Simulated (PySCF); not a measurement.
These compounds are isomers of formula C₈H₁₁OP.

A. SMILES COc1cpcc(C)c1C
B. SMILES COc1ccc(C)c(C)p1
C. `c1(P(C(=C)C)C)ccco1`

Spectrum 1. ¹H NMR (500 MHz, computed): δ 7.74 (m, 1H), 7.10 (m, 1H), 6.61 (m, 1H), 5.73 (m, 1H), 5.30 (m, 1H), 1.66 (m, 3H), 1.63 (m, 3H). ¹³C{¹H} NMR (computed): δ 160.2 (C), 159.2 (C), 151.7 (CH), 128.5 (CH), 121.4 (CH2), 117.4 (CH), 26.4 (CH3), 13.0 (CH3).

Spectrum 2. ¹H NMR (500 MHz, computed): δ 8.58 (m, 1H), 7.94 (m, 1H), 4.08 (s, 3H), 2.48 (s, 3H), 2.41 (s, 3H). ¹³C{¹H} NMR (computed): δ 165.8 (C), 157.4 (CH), 150.1 (C), 134.2 (CH), 134.2 (C), 55.6 (CH3), 27.7 (CH3), 14.6 (CH3).

Spectrum 3. ¹H NMR (500 MHz, computed): δ 7.58 (m, 1H), 7.51 (m, 1H), 4.11 (s, 3H), 2.72 (m, 3H), 2.43 (s, 3H). ¹³C{¹H} NMR (computed): δ 204.1 (C), 172.6 (C), 140.0 (C), 139.3 (CH), 126.0 (CH), 59.7 (CH3), 27.1 (CH3), 24.3 (CH3).

Method: NMR shieldings at PBE0/pcSseg-1/GIAO, geometry from GFN2-xTB, in PySCF (non-relativistic, single conformer, isolated molecule, fast rotation and ring inversion assumed for equivalent nuclei).

Referencing at the same level of theory: TMS for ¹H (σ = 31.72 ppm), ¹³C (σ = 186.93 ppm). Splittings of carbon signals by F and P are missing where no couplings were computed. Where no couplings were computed, multiplicities follow the n + 1 count of equivalent neighbours, and m marks all less simple cases (inequivalent or close neighbours, rings, F or P nearby). Shifts are as computed. Against solution values, carbons near 30 ppm lie about +3 ppm off and those near 130 ppm about +5 ppm. Of 1211 compounds with measured shifts, 218 miss one by over three times the rms of a fit or turn the order of signals round; such compounds aren't used in these exercises.

Question: Which spectrum belongs to which compound?

Answer: 1–C, 2–A, 3–B.

- Spectrum 1 (C): 8 ¹³C signals; δC 160.2 is a fully substituted alkene carbon; δC 128.5 is an aromatic CH.
- Spectrum 2 (A): 8 ¹³C signals; δC 165.8 is an aromatic carbon bearing oxygen; δC 134.2 is an aromatic CH.
- Spectrum 3 (B): 8 ¹³C signals; δC 204.1 is an aromatic carbon bearing oxygen; δC 139.3 is an aromatic CH.
